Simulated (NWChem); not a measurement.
# iodobenzene (C$_{6}$H$_{5}$I); SMILES Ic1ccccc1

No frequency run checked for a minimum. def2 effective core potentials on I; no spin-orbit coupling.

Problem. Give the equilibrium geometry at PBE0/def2-SVP with def2 effective core potentials on I (NWChem) as an XYZ file, with the point group.

Solution. point group C2v; any orientation.
```
12

I      0.0000     0.0000    -1.5506
C      0.0000     0.0000     0.5544
C      0.0000    -1.2138     1.2417
C      0.0000    -1.2056     2.6364
C      0.0000     0.0000     3.3361
C      0.0000     1.2056     2.6364
C      0.0000     1.2138     1.2417
H      0.0000    -2.1591     0.6958
H      0.0000    -2.1553     3.1771
H      0.0000     0.0000     4.4285
H      0.0000     2.1553     3.1771
H      0.0000     2.1591     0.6958
```
